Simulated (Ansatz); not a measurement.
I (SMILES [I-]), charge -1, singlet (core potentials on I) (a gas-phase anion, which may not be bound at this level); BLYP/def2-SV(P) (Ansatz, a program for electronic structure).

The Ansatz input:
Ansatz 0.2 input:
```yaml
crystal:
  periodic: [false, false, false]
  atoms:
    - {symbol: I, position_ang: [0.00000000, 0.00000000, 0.00000000]}
basis:
  gaussian:
    orbitals: def2-SV_P_.json
    final_grid: {core_spheres: 6, valence_spheres: 12, degree: 29}
hamiltonian:
  xc: blyp
total_charge: -1
```
The basis file holds def2-SV(P) in the JSON format of the Basis Set Exchange.

The log (banner, timings and long lists left out):

```
Functional definition: BLYP
145 factors; integrals over basis functions are off by at most 1.7e-4 eV
mean field evaluation 1: about -8100.5743 eV, gradient 1.7e1 eV
mean field evaluation 2: about -8100.6066 eV, gradient 1.6e1 eV
mean field evaluation 4: about -8101.2275 eV, gradient 3.0e-2 eV
mean field evaluation 8: about -8101.2274 eV, gradient 8.1e-5 eV
mean field -8101.22739154 eV, -297.7146154299 hartree, gradient 4.7e-6 eV, S^2 0.000000; 0 other end points of the search recorded, 0 dependent functions left out
reference -8101.22757368 eV, -297.7146221233 hartree; 13, 13 occupied and 13, 13 virtual orbitals, 145 factors
Total energy: -8101.22757368 eV, -297.7146221233 hartree
```
